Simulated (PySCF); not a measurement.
W(O)(F)3(OMe) (CH3F3O2W), SMILES C[O][W](=[O])([F])([F])[F], multiplicity 1.

Geometry optimised at PBE-D3(BJ)/def2-SVP. The multiplicity is an assumed one; other spin states were not compared. The def2 effective core potentials stand for the cores of W; spin–orbit coupling is left out. Other conformers were not sampled.

Calculation: TDA-PBE/def2-SVPD in PySCF.

Vertical excitations. The molecule is in vacuum.

Computed UV-visible absorptions:
```tsv
state	energy (eV)	λ (nm)	f	main pairs
S1	4.01	309	0.001	HOMO→LUMO 94 %
S2	4.89	254	0.042	HOMO−1→LUMO 69 %, HOMO→LUMO+2 16 %
S3	5.05	246	0.000	HOMO−2→LUMO 96 %
S4	5.36	231	0.000	HOMO−3→LUMO 91 %
S5	5.37	231	0.001	HOMO→LUMO+1 83 %
S6	5.55	223	0.000	HOMO−1→LUMO+1 97 %
S7	5.61	221	0.001	HOMO−1→LUMO+2 87 %
S8	5.75	216	0.000	HOMO−5→LUMO 99 %
S9	5.99	207	0.017	HOMO−4→LUMO 81 %
S10	6.35	195	0.033	HOMO−7→LUMO 76 %
T1	3.73	332	0	HOMO−1→LUMO 55 %, HOMO→LUMO 45 %
T2	3.86	321	0	HOMO→LUMO 55 %, HOMO−1→LUMO 45 %
T3	4.90	253	0	HOMO−2→LUMO 98 %
T4	4.99	249	0	HOMO→LUMO+2 81 %, HOMO→LUMO+1 12 %
```
Triplets are in the Tamm–Dancoff approximation.
